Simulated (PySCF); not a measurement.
# Reading the logs of faulty runs: AlCGeH6N

These are calculations, not measurements. The program is PySCF 2.14.0, an open-source quantum chemistry code, run on an isolated molecule that a program drew, which may never have been made. The molecule is AlCGeH6N (charge 0, singlet), drawn as the SMILES string `[CH3][GeH2][N]=[AlH]`.

Each row is a Hartree-Fock (HF) and frozen-core CCSD(T) single point in the cc-pV(D+d)Z basis, meant for a local HF minimum. Run 1 is clean. Each other run has one planted mistake out of seven kinds, and not every kind appears here: one electron removed, one electron added, multiplicity raised by two, geometry at a saddle point, minimal basis STO-3G, one bond length entered in bohr, all coordinates scaled. The reference is restricted for singlets and unrestricted otherwise, and also for a bond in bohr. Adding or removing an electron swaps singlet and doublet. Electrons count all cores. HOMO and LUMO are orbital energies over both spins, the gradient is its largest component, and the lowest frequency (negative if imaginary) is given only where the gradient is small. Bond lengths are over the 9 bonds as drawn. T1 is the CCSD diagnostic: over 0.02 (restricted) or 0.045 (unrestricted) a single reference is doubtful. Germanium has the cc-pVDZ-PP basis, with a core potential (ECP10MDF) in place of its 10 inner electrons, and its 3s, 3p and 3d shells are frozen in CCSD(T).

Geometry of the clean run:
```xyz
10
AlCGeH6N, angstrom
C     1.4991   -1.3998    0.8421
Ge    0.3065   -0.6176   -0.5068
N    -1.4054   -1.0973   -0.2197
Al   -2.9528   -1.5053    0.0072
H     1.2132   -1.0610    1.8406
H     1.4356   -2.4900    0.8149
H     2.5358   -1.1061    0.6577
H     0.7709   -1.0825   -1.9037
H     0.4521    0.9187   -0.4614
H    -4.4366   -1.9043    0.2351
```

| run | electrons | basis functions | <S^2> | HOMO (eV) | LUMO (eV) | gradient (hartree/bohr) | lowest frequency (cm^-1) | mean bond (Å) | longest bond (Å) | T1 | HF (hartree) | CCSD(T) (hartree) | mistake |
|---|---|---|---|---|---|---|---|---|---|---|---|---|---|
| 1 | 64 | 104 | 0.000 | -9.09 | 1.87 | 3.2e-05 | 79 | 1.4777 | 1.963 | 0.0208 | -631.07115 | -631.61067 | no fault |
| 2 | 64 | 104 | 2.013 | -5.05 | 0.26 | 1.2e-01 | - | 1.4777 | 1.963 | 0.0670 | -630.98224 | -631.47657 | multiplicity raised by two |
| 3 | 63 | 104 | 0.762 | -15.41 | -5.64 | 7.8e-02 | - | 1.4777 | 1.963 | 0.0291 | -630.82086 | -631.30608 | one electron removed |
| 4 | 64 | 104 | 0.000 | -8.98 | 1.79 | 2.1e-02 | - | 1.5102 | 2.006 | 0.0219 | -631.06639 | -631.61151 | all coordinates scaled |
| 5 | 64 | 104 | 0.706 | -9.16 | 1.83 | 2.5e-02 | - | 1.5857 | 2.064 | 0.0589 | -630.94419 | -631.48047 | ? |
| 6 | 65 | 104 | 0.782 | 0.59 | 6.63 | 7.3e-02 | - | 1.4777 | 1.963 | 0.0813 | -631.02468 | -631.57728 | ? |

**Which mistake was planted in run 5, and what did it cost?**

The mean bond changes by a factor of 1.073 and the longest by 1.051, so the molecule wasn't scaled as a whole. A length L in bohr read as angstrom grows by (1/0.5292 - 1) L = 0.890 L. The 9 bonds together grew by 9 x 0.1080 = 0.972 Å, which gives L = 1.092 Å. That is the length of one of the C-H bonds, 1.092 Å in the clean geometry. So the mistake is: one bond length entered in bohr. Subtracting run 1 and multiplying by 627.51 kcal/mol a hartree, the energy moved by 79.7 kcal/mol in HF and 81.7 kcal/mol in CCSD(T).

**Which mistake was planted in run 6, and what did it cost?**

It counts 65 electrons, one more than the clean run, at the same geometry and basis. So the mistake is: one electron added. Subtracting run 1 and multiplying by 627.51 kcal/mol a hartree, the energy moved by 29.2 kcal/mol in HF and 21.0 kcal/mol in CCSD(T).

Cautions from the logs. Run 1: T1 is over the limit, so its CCSD(T) energy is less reliable; run 2: T1 is over the limit, so its CCSD(T) energy is less reliable; run 4: T1 is over the limit, so its CCSD(T) energy is less reliable; run 5: T1 is over the limit, so its CCSD(T) energy is less reliable; run 6: T1 is over the limit, so its CCSD(T) energy is less reliable and the HOMO is above zero, so the electron isn't bound and the energy depends on the basis.
